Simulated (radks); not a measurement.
Ionisation ladder of bismuth, from Bi LXXV to Bi LXXXIII. Each ion is in the ground configuration listed by NIST, and IE = E(next ion) - E(this ion), with E = 0 for the bare nucleus. Calculated with a radial shooting solver on a logarithmic mesh with Libxc functionals: scalar-relativistic Kohn-Sham, PBE, spin-polarised, spherical densities, finite nucleus; open shells are filled with parallel spins first (spin-orbit coupling, left out, can overturn this in heavy ions); Fermi nuclear charge, rms radius 5.5211 fm.

[
 {"species": "Bi LXXV", "configuration": "[He] 2s2 2p5", "E (hartree)": "-13527.1494", "IE, Delta-SCF (eV)": "21181", "-e(HOMO) (eV)": "21003", "HOMO": "2p down", "IE, NIST (eV)": "20500", "kind": "theory", "error (eV)": "+681.3"},
 {"species": "Bi LXXVI", "configuration": "[He] 2s2 2p4", "E (hartree)": "-12748.7499", "IE, Delta-SCF (eV)": "21553", "-e(HOMO) (eV)": "21379", "HOMO": "2p down", "IE, NIST (eV)": "20920", "kind": "theory", "error (eV)": "+633.1"},
 {"species": "Bi LXXVII", "configuration": "[He] 2s2 2p3", "E (hartree)": "-11956.6872", "IE, Delta-SCF (eV)": "22055", "-e(HOMO) (eV)": "21868", "HOMO": "2p up", "IE, NIST (eV)": "21300", "kind": "theory", "error (eV)": "+754.5"},
 {"species": "Bi LXXVIII", "configuration": "[He] 2s2 2p2", "E (hartree)": "-11146.1986", "IE, Delta-SCF (eV)": "22443", "-e(HOMO) (eV)": "22258", "HOMO": "2p up", "IE, NIST (eV)": "24150", "kind": "theory", "error (eV)": "-1706.9"},
 {"species": "Bi LXXIX", "configuration": "[He] 2s2 2p1", "E (hartree)": "-10321.4293", "IE, Delta-SCF (eV)": "22825", "-e(HOMO) (eV)": "22643", "HOMO": "2p up", "IE, NIST (eV)": "24640", "kind": "theory", "error (eV)": "-1815.2"},
 {"species": "Bi LXXX", "configuration": "[He] 2s2", "E (hartree)": "-9482.6352", "IE, Delta-SCF (eV)": "25334", "-e(HOMO) (eV)": "25186", "HOMO": "2s", "IE, NIST (eV)": "25260", "kind": "theory", "error (eV)": "+74.2"},
 {"species": "Bi LXXXI", "configuration": "[He] 2s1", "E (hartree)": "-8551.6217", "IE, Delta-SCF (eV)": "25724", "-e(HOMO) (eV)": "25573", "HOMO": "2s up", "IE, NIST (eV)": "25656.9", "kind": "theory", "error (eV)": "+67.4"},
 {"species": "Bi LXXXII", "configuration": "[He]", "E (hartree)": "-7606.2723", "IE, Delta-SCF (eV)": "102660", "-e(HOMO) (eV)": "102058", "HOMO": "1s", "IE, NIST (eV)": "102251.8", "kind": "theory", "error (eV)": "+408.7"},
 {"species": "Bi LXXXIII", "configuration": "1s1", "E (hartree)": "-3833.5701", "IE, Delta-SCF (eV)": "104317", "-e(HOMO) (eV)": "103709", "HOMO": "1s up", "IE, NIST (eV)": "104133.4", "kind": "theory", "error (eV)": "+183.4"}
]

Reference values: NIST Atomic Spectra Database (exp. = measured, semi-emp. = semi-empirical, theory = theoretical value adopted there). The ionisation energy per charge of the ion left behind rises most, in proportion, at Bi LXXXII ([He]), from 317.58 to 1252.0 eV. Open shells are spherical and high-spin; term and fine-structure splittings are not resolved. Spin-orbit splitting is averaged out at the scalar-relativistic level.
